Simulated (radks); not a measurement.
Effect of the nuclear size on the iridium ion Ir+, [Xe] 4f14 5d7 6s1. Method: Dirac Kohn-Sham, PBE, spin-unpolarised, spherical densities, finite nucleus; open shells are shared between the two j in proportion to 2j + 1; Fermi nuclear charge, rms radius 5.4032 fm; computed with a radial shooting solver on a logarithmic mesh with Libxc functionals. The rms radius is varied about that value; shifts are against it.

| rms radius (fm) | total energy shift (eV) | density at nucleus (e/bohr^3) | 1s1/2 shift (meV) | 2s1/2 shift (meV) | 4p1/2 shift (meV) | 5s1/2 shift (meV) | 5p1/2 shift (meV) | 6s1/2 shift (meV) | 6p1/2 (empty) shift (meV) |
|---|---|---|---|---|---|---|---|---|---|
| 4.5873 | -22.4 | 1.937e+06 | -9010 | -1310 | -0.913 | -13.6 | 0.196 | -1.39 | 0.122 |
| 4.9331 | -13.2 | 1.884e+06 | -5300 | -768 | -0.539 | -8.01 | 0.115 | -0.820 | 0.072 |
| 5.4032 | 0 | 1.821e+06 | 0.000 | 0.000 | 0.000 | 0.000 | 0.000 | 0.000 | 0.000 |
| 5.8355 | 12.8 | 1.768e+06 | 5140 | 745 | 0.528 | 7.76 | -0.110 | 0.794 | -0.069 |
| 6.3758 | 29.6 | 1.71e+06 | 11900 | 1720 | 1.23 | 18.0 | -0.254 | 1.84 | -0.161 |

Slopes of the eigenvalues against <r^2> in GHz/fm^2, as finite differences over the two radii next to the reference (eigenvalue slopes, not the field-shift constants of lines): 1s1/2 260000, 2s1/2 37600, 4p1/2 26.6, 5s1/2 393, 5p1/2 -5.60, 6s1/2 40.1, 6p1/2 (empty) -3.51.
